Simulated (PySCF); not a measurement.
A calculated (UHF, PySCF 2.14, x2c-TZVPPall with one added diffuse shell each of s, p, d, f type, scalar relativity by spin-free X2C-1e) atom or ion has these occupied shells.

```
shell  electrons  orbital energy (eV)  rms radius, mean of both spins (bohr)
 1s α          1             -45427.8                                 0.0264
 1s β          1             -45427.8                                 0.0264
 2s α          1              -7521.0                                  0.107
 2s β          1              -7521.0                                  0.107
 2p α          3              -6721.1                                 0.0959
 2p β          3              -6721.0                                 0.0959
 3s α          1              -1709.2                                  0.277
 3s β          1              -1706.9                                  0.277
 3p α          3              -1451.8                                  0.277
 3p β          3              -1449.3                                  0.277
 3d α          5              -1094.1                                  0.256
 3d β          5              -1091.4                                  0.256
 4s α          1              -383.72                                  0.629
 4s β          1              -377.35                                  0.629
 4p α          3              -296.49                                  0.667
 4p β          3              -289.38                                  0.667
 4d α          5              -169.47                                  0.739
 4d β          5              -160.17                                  0.739
 5s α          1              -74.087                                   1.52
 5s β          1              -71.439                                   1.52
 5p α          3              -49.190                                   1.73
 5p β          3              -47.102                                   1.73
 4f α          4              -36.952                                   1.00
 6p α          1              -13.881                                   4.54
```

(1) Name the element and its charge.

Answers

(1) Pm²⁺ (promethium, charge +2), in [Xe] 4f4 6p1, one real determinant (an excited configuration).
